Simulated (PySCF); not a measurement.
Molecule: SMILES C(/C=C)=N\[SiH3], C3H7NSi.

Numbering as in the mapped SMILES `[CH2:1]=[CH:2]/[CH:3]=[N:4]/[SiH3:5]`. Each H is labelled by its parent atom. Ha(C1) is cis to C3; Hb(C1) is trans to C3.

Geometry PBE0-D3(BJ)/def2-SVP throughout; GIAO in PySCF 2.14.0 with density-fitted response routines, gas phase, one conformer, non-relativistic; equivalent atoms averaged; basis pcSseg-2.

**Question.** How do the absolute shieldings σ depend on the functional? (a selection of nuclei; ppm; last column core-seconds on 1 thread of an Arm Neoverse N1, shared host; the GGAs took longer than the global hybrids here, which isn't the general rule, and the cause wasn't traced)

**Answer.** 
```csv
functional,kind,C3,C2,C1,N4,Si5,H(C3),Hb(C1),Ha(C1),H(Si5),core-s
HF,Hartree–Fock,7.4,40.8,50.6,-114.1,428.6,23.15,25.40,25.62,27.13,37
LDA,LDA,-13.0,18.8,31.8,-145.8,351.8,21.62,24.26,24.61,25.44,59
PBE,GGA,-6.1,24.9,37.7,-129.6,372.7,22.11,24.82,25.13,26.08,75
BLYP,GGA,-9.4,20.2,34.9,-134.7,364.0,22.38,25.16,25.43,26.40,75
BP86,GGA,-5.7,25.3,38.0,-127.6,371.7,22.18,24.90,25.20,26.15,75
OPBE,GGA,4.6,36.5,46.7,-108.0,399.0,22.11,24.79,25.09,26.18,76
KT2,GGA,7.8,37.2,50.3,-100.2,398.6,22.39,25.06,25.34,26.15,75
KT3,GGA,8.9,38.4,50.9,-97.2,405.9,22.56,25.26,25.52,26.53,76
B97-D,GGA,-0.3,29.9,42.6,-114.5,387.1,22.42,25.17,25.43,26.48,74
B3LYP,global hybrid,-7.1,23.7,37.3,-133.7,375.7,22.50,25.13,25.40,26.51,61
```

**Question.** Which nucleus among those listed moves most, in ppm?

**Answer.** Si5 (silicon bonded to N, 3 H): from 351.8 ppm with LDA to 428.6 ppm with HF. The smallest spread is 1.01 ppm, at Ha(C1). Proton shifts span only some 12 ppm, so a few tenths of a ppm matter as much there as several ppm in carbon.
